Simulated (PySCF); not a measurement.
Stepwise substitution at one centre (Ga SiH3-SH). All species are isolated molecules in the gas phase. One relaxed conformer stands for each flexible species; it need not be the lowest. Strings in code marks are SMILES.

The S1 excitation (TDA) from two functionals at the same geometries (PBE0-D3(BJ)/def2-TZVP), both in PySCF: PBE-D3(BJ)/def2-TZVP and M06-2X/def2-TZVP. Excitations are Tamm–Dancoff values on a coarser integration grid. The basis has no diffuse functions, so Rydberg states are missing or too high.

```tsv
species	M06-2X/def2-TZVP (eV)
0 of 3 SiH3 replaced by SH	3.27
1 of 3 SiH3 replaced by SH (`[SiH3][Ga]([SiH3])[SH]` (Si–Ga–S–H torsion 1°))	4.02
3 of 3 SiH3 replaced by SH	5.59
```

Problem. What does PBE-D3(BJ)/def2-TZVP give for each?

Solution. 
- 0 of 3 SiH3 replaced by SH: 3.13
- 1 of 3 SiH3 replaced by SH (`[SiH3][Ga]([SiH3])[SH]` (Si–Ga–S–H torsion 1°)): 3.87
- 3 of 3 SiH3 replaced by SH: 4.66
Over these rows, drawn at random from the members with no instability flagged (it was tested for open shells, ions and some series alone), PBE minus M06-2X: mean -0.41 eV, from -0.93 eV to -0.14 eV.
